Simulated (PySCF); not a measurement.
## Chromium: highly charged ions in a basis for the neutral atom

Cr²⁰⁺ [He] 2s2, Cr²¹⁺ [He] 2s1. Computed with PySCF 2.14 in def2-TZVP (6s4p4d1f, 45 functions), with the non-relativistic Hamiltonian (point nucleus). No spin-orbit coupling, so a gap to NIST mixes the basis error with missing relativistic terms.

Changed run: basis of the neutral atom used for a highly charged ion. This setting is unsound on purpose.

```csv
species,method,sound run (hartree),changed run (hartree),converged
Cr²⁰⁺,UHF,not run,-682.54570,yes
Cr²⁰⁺,r2SCAN,not run,-682.56602,yes
Cr²⁰⁺,MN15,not run,-682.63293,yes
Cr²¹⁺,UHF,not run,-623.42650,yes
Cr²¹⁺,r2SCAN,not run,-623.44150,yes
Cr²¹⁺,MN15,not run,-623.42370,yes
```

Ionisation energy of Cr²⁰⁺:

```csv
method,changed run (eV),NIST (eV)
UHF,1608.7,1634.1 ± 0.5
r2SCAN,1608.9,1634.1 ± 0.5
MN15,1611.2,1634.1 ± 0.5
```

The contracted functions were made for the neutral atom and can be too rigid for a highly charged ion.
